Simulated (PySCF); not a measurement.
CH2GaNO3, SMILES O=C=[N][Ga]([OH])[OH].

Coordinates come from a r2SCAN-D4/def2-SVP optimisation. The values are those of a single conformer.

Two levels are set side by side: PBE/def2-TZVP (PySCF) and CAM-B3LYP/def2-TZVP (PySCF). Same geometry, gas phase. Differences are taken from unrounded values.

| quantity | CAM-B3LYP |
|---|---|
| orbital gap (eV) | 10.00 |
| highest occupied level (eV) | -10.15 |
| lowest empty level (eV) | -0.14 |
| dipole moment (D) | 0.13 |
| mean polarisability (bohr³) | 49.6 |

### Question
What does PBE give, and how far is it from CAM-B3LYP? (An estimate is asked for; the answer gives what the named calculation found.)

### Answer

```json
[
 {"quantity": "orbital gap (eV)", "PBE": "5.27", "PBE minus CAM-B3LYP": "-4.73"},
 {"quantity": "highest occupied level (eV)", "PBE": "-7.27", "PBE minus CAM-B3LYP": "2.88"},
 {"quantity": "lowest empty level (eV)", "PBE": "-2.00", "PBE minus CAM-B3LYP": "-1.85"},
 {"quantity": "dipole moment (D)", "PBE": "0.05", "PBE minus CAM-B3LYP": "-0.08"},
 {"quantity": "mean polarisability (bohr³)", "PBE": "53.5", "PBE minus CAM-B3LYP": "3.9"}
]
```

PBE's occupied levels lie high since its potential decays too fast outside the molecule; exact exchange lowers them and widens the gap. PBE's more diffuse valence density responds more strongly to a field. Differences between two approximate levels are no errors against the true value.

Rough cost on one machine, each run with all the roots and properties that it gave: CAM-B3LYP against PBE within a factor of 2.
